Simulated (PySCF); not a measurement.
C2H10N2Si2, SMILES CN[Si@@H]1NC[SiH2]1.

Coordinates come from a B3LYP-D3(BJ)/def2-SVP optimisation. The structure was generated by enumeration; whether it is a known compound was not checked. Other conformers were not sampled.

These are ωB97X/def2-TZVP (PySCF) values and carry that method's errors.

Gas-phase values at a fixed geometry.

- total energy: -770.77321 hartree
- highest occupied level: -8.62 eV
- lowest empty level: 2.23 eV
- orbital gap: 10.84 eV
- dipole moment: 1.29 D
- quadrupole, principal values (traceless, Buckingham form, about the centre of nuclear charge): -3.40, -0.74, 4.15 D·Å
- mean static polarisability: 92.8 bohr³ (13.75 Å³)
- polarisability, principal values: 78.4, 86.7, 113.3 bohr³
